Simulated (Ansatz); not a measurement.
**Reading a saddle point**

A first-order saddle point of SnH6SeS, singlet, PBE0-D4/def2-TZVP, with one imaginary mode of 514i cm⁻¹:

```
9
angstrom
Sn -0.9317 -0.6423 -0.0541
S 1.1419 0.0834 1.5191
H -0.6133 -1.7692 -1.2914
H -1.4089 -1.5958 1.3085
H -2.1884 0.4958 -0.2434
H 1.2963 0.8950 0.2289
Se 0.7010 1.2719 -1.5418
H 0.3978 1.0427 2.0958
H 1.6054 0.2187 -2.0218
```

Program: Ansatz 0.2.0. Basis: def2-TZVPP and def2-QZVPP. Cores are frozen in the correlated methods. Filled d shells of the heavier atoms are correlated. Core potentials replace the inner electrons of the atoms past krypton. The def2 sets are not built for correlating such inner shells, so the correlated values are less sure here. Extrapolation: Hartree–Fock as exp(−7.88 √X), correlation as X^−2.97.

Problem. Which contacts change along the imaginary mode, and what lies on either side? (A judgement: the text doesn't fix the answer.)

Solution. Computed: The step is SnH₄S ([SH][SnH3]) + H₂Se → SnH₄Se ([SeH][SnH3]) + H₂S, with the molecules in contact on both sides. Shortening one way: Sn1–Se7, S2–H6; lengthening the same way: Sn1–S2, H6–Se7.
```json
{"pair": "Sn1–Se7", "one side (Å)": "4.12", "saddle (Å)": "2.92", "other side (Å)": "2.54"}
{"pair": "S2–H6", "one side (Å)": "2.73", "saddle (Å)": "1.53", "other side (Å)": "1.35"}
{"pair": "Sn1–S2", "one side (Å)": "2.42", "saddle (Å)": "2.70", "other side (Å)": "4.54"}
{"pair": "H6–Se7", "one side (Å)": "1.47", "saddle (Å)": "1.91", "other side (Å)": "2.80"}
```

Problem. Which side is lower, and how far does the saddle lie above each? (Judge from chemistry; the value comes from the calculation.)

Solution. By the calculation: The side with Sn1–Se7, S2–H6 short is lower by 4.27 kcal/mol; the saddle lies 31.39 kcal/mol above it and 27.12 kcal/mol above the other (CCSD(T) at an estimated basis limit (MP2 extrapolated from triple and quadruple zeta, plus CCSD(T) − MP2 in triple zeta); electronic energies).

T1 diagnostic: at most 0.013.

Labels in which every atom is bracketed show which atoms are joined, not bond orders.

For scale, one of the runs: CCSD(T)/def2-TZVPP, 224 basis functions, launched by `ansatz run in.yaml --threads 8 --pin off --events-out ev --progress --plain --max-ram 19148MiB`. Time: 85 s of wall clock on 8 CPU threads of an Arm Neoverse V2; the host was shared. Peak host memory: 3.9 GiB.
